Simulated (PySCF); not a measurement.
# Electronic structure of Ar⁺ (argon, charge +1) at the PBE0 level

Configuration: [Ne] 3s2 3p5, 2P determinant. All numbers are calculated (PySCF 2.14, the spin-free X2C one-electron Hamiltonian (Gaussian nucleus), in Sapporo-DZP-2012).

- Total energy: -528.3428 hartree
- One-electron energy: -721.5387 hartree
- Hartree (Coulomb) energy: 223.6111 hartree
- Exchange-correlation energy: -30.4152 hartree
- ⟨S²⟩: 0.7529
- ⟨L²⟩: 2.011
- Sum of ⟨r⟩: 13.76 bohr
- Sum of ⟨r²⟩: 20.07 bohr²
- Traceless quadrupole moment −½Σ⟨3z² − r²⟩ along its main axis: 1.14 e·bohr²
- Langevin diamagnetic susceptibility: -15.9 ×10⁻⁶ cm³/mol
- Time after the integrals: 0.14 s of wall time on 1 thread of Intel(R) Xeon(R) Platinum 8375C CPU @ 2.90GHz (shared host)

```csv
shell,electrons,mean orbital energy (hartree),spread (hartree),"rms radius, mean of both spins (bohr)"
1s α,1,-116.24255,0,0.0997
1s β,1,-116.23280,0,0.0997
2s α,1,-11.80823,0,0.451
2s β,1,-11.79981,0,0.451
2p α,3,-9.26375,0.03078,0.418
2p β,3,-9.25005,0.00489,0.418
3s α,1,-1.48495,0,1.48
3s β,1,-1.41393,0,1.48
3p α,3,-0.90099,0.07140,1.69
3p β,2,-0.85638,0,1.69
```

Densities and radii are taken from the X2C orbitals without a picture-change correction, which distorts them close to the nucleus.
